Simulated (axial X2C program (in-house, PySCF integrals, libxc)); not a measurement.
Which molecule has these constants?

Computed with an in-house relativistic program for diatomic molecules, spin-free (one-electron X2C) or two-component (2c: spin–orbit coupling with atomic mean-field Coulomb and Gaunt terms, which also bring small scalar terms), in Dyall basis sets with cores contracted in-house; open shells are unrestricted.

A two-component PBE0 calculation in a Dyall 3-zeta basis gave Re = 2.355 Å, ωe = 365.9 cm⁻¹, dipole magnitude 3.89 D, Ω = 3.

Task: Which molecule is it?
A. LiCo
B. LiRh
C. LiIr

Result: A. The others have LiIr 2.329 Å and 451.4 cm⁻¹ (Ω = 3); LiRh 2.390 Å and 367.0 cm⁻¹ (Ω = 3).

Each entry is the lowest single determinant of a limited PBE0 search at one distance. De goes to single-determinant-based atoms at the same level (for ions the charge split of lowest energy) and is withheld (n/a) where an atom does not fit its ground term or J level. Main or longest-lived isotopes. One determinant is a doubtful description, or other states lie close, for LiCo, LiIr, LiRh; these need not be ground states, and all values refer to the states named. With several unpaired electrons the Ω given is that of one determinant, not necessarily of the lowest component. The functionals have no current term, which raises determinants with orbital currents.
